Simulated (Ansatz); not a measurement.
C₂H₄NO (SMILES CC([NH-])=O), charge -1, singlet, at a GFN2-xTB geometry (a gas-phase anion, which may not be bound at this level); Ansatz (a first-principles code) with MP2/def2-TZVPPD.

Input for Ansatz:
Ansatz 0.2 input:
```yaml
crystal:
  periodic: [false, false, false]
  atoms:
    - {symbol: O, position_ang: [0.44102955, 1.19748662, 0.47680953]}
    - {symbol: C, position_ang: [0.16163575, 0.06201656, 0.02088216]}
    - {symbol: N, position_ang: [0.95199448, -0.88773121, -0.38661403]}
    - {symbol: C, position_ang: [-1.33545762, -0.32173137, -0.09676049]}
    - {symbol: H, position_ang: [-1.85084567, 0.40012995, -0.73220856]}
    - {symbol: H, position_ang: [-1.43095332, -1.31866720, -0.52101978]}
    - {symbol: H, position_ang: [-1.79883849, -0.29696355, 0.89081905]}
    - {symbol: H, position_ang: [1.93137104, -0.59198498, -0.29049862]}
basis:
  gaussian:
    orbitals: def2-TZVPPD.json
total_charge: -1
magnetization: {spin_polarized: false}
correlation: {method: mp2}
```
The basis file holds def2-TZVPPD in the JSON format of the Basis Set Exchange.

What the program printed (banner, timings and long lists left out):

```
Functional definition: HF
1301 factors; integrals over basis functions are off by at most 9.8e-4 eV
mean field evaluation 1: about -5642.5822 eV, gradient 3.5e1 eV
mean field evaluation 2: about -5642.5839 eV, gradient 3.5e1 eV
mean field evaluation 4: about -5645.3893 eV, gradient 3.7e0 eV
mean field evaluation 8: about -5645.4407 eV, gradient 1.2e-1 eV
mean field -5645.44072998 eV, -207.4661202098 hartree, gradient 1.8e-6 eV, S^2 0.000000; 0 other end points of the search recorded, 0 dependent functions left out
4 core orbitals not correlated
reference -5645.44072998 eV, -207.4661202098 hartree; 12, 12 occupied and 203, 203 virtual orbitals, 1301 factors
second order -21.58845087 eV of doubles, -0.00000000 eV of singles
Total energy: -5667.02918085 eV, -208.2594811460 hartree
```
